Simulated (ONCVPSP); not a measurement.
## Building the ONCV potential for Cr (Z = 24) (PBEsol, scalar-relativistic).

Cr, optimised norm-conserving Vanderbilt (ONCV), made with ONCVPSP 4.0.1 (PBEsol, scalar-relativistic). Core [Ne], reference 3s2 3p6 3d4 4s2. Waves: 3s+4s: rc 1.40 bohr, ncon 4, nbas 7, qcut 9.2 1/bohr, 2 projectors; 3p: rc 1.10 bohr, ncon 3, nbas 7, qcut 13.7 1/bohr, 2 projectors, debl 0.9 Ha; 3d: rc 1.50 bohr, ncon 4, nbas 8, qcut 8.4 1/bohr, 1 projector. Local part: polynomial inside 1.05 bohr (lpopt 5, dvloc0 -1 Ha). Core correction: none.

In the p channel the program set the typed energies aside and used -1.807, 0.250 Ha.

Poles of the logarithmic derivatives, all-electron (AE) and pseudo (PS). s: poles at -2.2 (AE) and -2.2 (PS) Ha. p: poles at 0.9 (AE) and 0.9 (PS) Ha. d: poles at 0.6 (AE) and 0.6 (PS) Ha. Test radii: s 1.42, p 1.11, d 1.52 bohr.

* Cutoffs needed: 49 Ha and 91 Ha (the cutoffs (Ha) at which the residual kinetic energy of the hardest occupied pseudo-wave falls to 1 and 0.1 mHa per electron)
* Ghost test: no bound ghost flagged; no localised positive-energy state flagged
* Largest excitation error: +21 meV (all-electron minus pseudo) for 3s2 3p6 3d5 4s0, out of 4 test configurations
